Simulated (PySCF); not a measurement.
1,3-thiazol-4-ylsilane (C3H5NSSi), SMILES [SiH3]c1cscn1. Atoms are numbered in the order given.

```xyz
11

Si     0.0843    -2.3944     0.0000
C     -0.0175    -0.5170     0.0000
C      1.0473     0.3601     0.0000
S      0.4909     1.9933     0.0000
C     -1.1473     1.3924     0.0000
N     -1.2594     0.0976     0.0000
H      1.5213    -2.7837     0.0000
H     -0.5774    -2.9503    -1.2101
H     -0.5774    -2.9503     1.2101
H      2.1120     0.1318     0.0000
H     -1.9914     2.0852     0.0000
```

The structure is a stationary point at TPSSh-D3(BJ)/def2-SVP.

All values below come from PySCF with B3LYP/def2-TZVP.

Gas-phase values at a fixed geometry.

Question: Estimate the frontier levels, gap, dipole moment and polarisability. (An estimate is asked for; the answer gives what the named calculation found.)

Answer: 
```yaml
highest_occupied_level: -7.17 eV
lowest_empty_level: -1.26 eV
orbital_gap: 5.91 eV
dipole_moment: 1.75 D
quadrupole, principal values (traceless, Buckingham form, about the centre of nuclear charge): -3.66, -2.61, 6.27 D·Å
mean_static_polarisability: 84.0 bohr³ (12.45 Å³)
polarisability_principal_values: 56.6, 83.4, 112.0 bohr³
```
